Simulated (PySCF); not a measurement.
C₂H₃, SMILES [CH][CH2+] (connectivity only; charge and spin as stated), charge +1, multiplicity 1.

Geometry optimised at B3LYP-D3(BJ)/def2-TZVP.

These are PBE/def2-TZVPD (PySCF) values and carry that method's errors.

Symmetry labels are those of the subgroup C2v that the program uses (full group C2v).

Problem. List the valence orbital energies around the gap with their symmetry. (Estimate from the structure and the level; the computed values follow.)

Solution. 
```csv
orbital,symmetry,energy (eV)
HOMO−6,A1,-279.76
HOMO−5,A1,-277.60
HOMO−4,A1,-27.92
HOMO−3,A1,-22.53
HOMO−2,A1,-19.81
HOMO−1,B2,-19.21
HOMO,B1,-15.61
LUMO,B2,-12.31
LUMO+1,B1,-8.65
LUMO+2,A1,-5.36
LUMO+3,A1,-4.84
```
